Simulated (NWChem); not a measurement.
Molecule: C2HCl2FSi; SMILES C#C[Si](F)(Cl)Cl

Computed with NWChem. Pople sets run with spherical d functions. Structure relaxed at the PBE0/def2-SVP level. B3LYP is NWChem's, with the RPA form of VWN correlation.

What does the run give for B3LYP/6-31G*? Quantities: highest occupied level (eV); orbital gap (eV); dipole (D).


| Item | Value |
|---|---|
| highest occupied level (eV) | -8.53 |
| orbital gap (eV) | 7.56 |
| dipole (D) | 2.52 |
